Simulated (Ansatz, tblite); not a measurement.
Removing an electron: (LiBr)3 ring (Li₃Br₃). Total charge 0; singlet. Geometry: B3LYP-D4/def2-SVP. Ansatz, gas phase; energy differences of separate SCF runs; the oxidised species was run as a doublet alone.

```
atom    x (Å)    y (Å)    z (Å)
 Li1  -0.5378  -0.3946   1.8662
 Br2  -2.4869  -0.0009   0.6477
 Li3  -1.3800   0.3939  -1.3666
 Br4   0.6974   0.5117  -2.4199
 Li5   1.9177   0.0007  -0.4995
 Br6   1.7895  -0.5108   1.7722
```

The xTB rows come from tblite. Correlated methods freeze 27 core orbitals; core or outer-core shells of Li, Br are correlated, in sets that lack core-valence functions. The rows differ in basis, and correlated rows in double-zeta sets carry the largest basis error. In CCSD on the charge 1 doublet the largest single amplitude is 0.24, so its Hartree–Fock determinant may place the open shell otherwise than the density functionals do.

Question: Estimate orbital energies and vertical ionisation energies at: GFN1-xTB; GFN2-xTB; HF/def2-SVP; PBE0-D4/def2-TZVP; MP2/def2-SVP; CCSD/def2-SVP; CCSD(T)/def2-SVP.

Answer: 
```csv
level,−HOMO (eV),vertical IE (eV),−LUMO (eV),HOMO–LUMO gap (eV)
GFN1-xTB,11.21,13.88,6.09,5.11
GFN2-xTB,11.05,13.44,4.45,6.60
HF/def2-SVP,–,9.67,–,–
PBE0-D4/def2-TZVP,8.03,9.74,0.80,7.24
MP2/def2-SVP,–,10.40,–,–
CCSD/def2-SVP,–,10.24,–,–
CCSD(T)/def2-SVP,–,10.23,–,–
```

Relaxing the oxidised species (B3LYP-D4/def2-SVP) changes its energy by -0.17 eV at PBE0-D4/def2-TZVP, so the adiabatic ionisation energy to this nearest minimum is 9.57 eV.  Run but left out: PBE-D4/def2-TZVP, r2SCAN-D4/def2-TZVP (charge +1 doublet: an occupied level 0.05 to 0.06 eV above an empty one).  Raw xTB energy differences between charge states are shifted by several eV; the methods need an empirical correction for them.
